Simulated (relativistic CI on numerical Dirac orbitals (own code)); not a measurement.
**N⁴⁺: computed level list**

Method of calculation: Dirac-Coulomb-Breit CI, separate exchange-only KLI orbitals for each configuration, a model potential for QED, valence Slater integrals scaled by 0.85, P86 correlation energy added to each configuration (own radial code, finite nucleus).

CI space (outside the closed core 1s2): 2s, 2p, 3s, 3p, 3d, 4s, 4p, 4f, 4d, 5s, 5p, 5g, 5f, 5d. Levels of other configurations are missing.

The lowest level is 2s 2S_1/2, with 100 % of that term; Hund's rules for 2s give 2S with J = 1/2, in agreement.

| No. | Configuration | Term | J | E (eV) | % | Next component (%) | Landé g | Lifetime (s) |
| --- | --- | --- | --- | --- | --- | --- | --- | --- |
| 1 | 2s | 2S | 1/2 | 0.0000 | 100 |  | 2.002 |  |
| 2 | 2p | 2P° | 1/2 | 10.2358 | 100 |  | 0.666 | 2.73e-09 |
| 3 | 2p | 2P° | 3/2 | 10.2667 | 100 |  | 1.334 | 2.70e-09 |
| 4 | 3s | 2S | 1/2 | 56.5274 | 100 |  | 2.002 | 1.14e-10 |
| 5 | 3p | 2P° | 1/2 | 59.2211 | 100 |  | 0.666 | 8.53e-11 |
| 6 | 3p | 2P° | 3/2 | 59.2298 | 100 |  | 1.334 | 8.56e-11 |
| 7 | 3d | 2D | 3/2 | 59.8257 | 100 |  | 0.799 | 2.40e-11 |
| 8 | 3d | 2D | 5/2 | 59.8285 | 100 |  | 1.200 | 2.40e-11 |
| 9 | 4s | 2S | 1/2 | 75.1424 | 100 |  | 2.002 | 1.76e-10 |
| 10 | 4p | 2P° | 1/2 | 76.2388 | 100 |  | 0.666 | 1.37e-10 |
| 11 | 4p | 2P° | 3/2 | 76.2423 | 100 |  | 1.334 | 1.38e-10 |
| 12 | 4d | 2D | 3/2 | 76.5328 | 100 |  | 0.799 | 5.40e-11 |
| 13 | 4d | 2D | 5/2 | 76.5339 | 100 |  | 1.200 | 5.41e-11 |
| 14 | 4f | 2F° | 5/2 | 76.8907 | 100 |  | 0.857 | 1.06e-10 |
| 15 | 4f | 2F° | 7/2 | 76.8913 | 100 |  | 1.143 | 1.06e-10 |
| 16 | 5s | 2S | 1/2 | 83.5416 | 100 |  | 2.002 | 2.81e-10 |
| 17 | 5p | 2P° | 1/2 | 84.0949 | 100 |  | 0.666 | 2.25e-10 |
| 18 | 5p | 2P° | 3/2 | 84.0967 | 100 |  | 1.334 | 2.26e-10 |
| 19 | 5d | 2D | 3/2 | 84.2583 | 100 |  | 0.800 | 1.02e-10 |
| 20 | 5d | 2D | 5/2 | 84.2589 | 100 |  | 1.200 | 1.02e-10 |
| 21 | 5f | 2F° | 5/2 | 84.5439 | 100 |  | 0.857 | 2.05e-10 |
| 22 | 5g | 2G | 7/2 | 84.5442 | 100 |  | 0.889 | 3.76e-10 |
| 23 | 5f | 2F° | 7/2 | 84.5442 | 100 |  | 1.143 | 2.05e-10 |
| 24 | 5g | 2G | 9/2 | 84.5444 | 100 |  | 1.111 | 3.76e-10 |

Energies count from the lowest computed level; ° marks odd parity; lifetimes are radiative, by E1, M1, E2, M2, E3 decay to levels of this space only.

The mean weight of the leading LS term, summed over parents, in these 24 levels is 100 %, and that of the leading jj configuration (from the same eigenvectors) 100 %.

At this charge configurations can still be misplaced by up to about 7 % of their energy. 16 of the 16 excited levels that our extract of the measured tables holds in this range could be paired (the sources list more); they are missed by 669 cm⁻¹ on average and 2106 at most, and levels without a partner can miss by more.
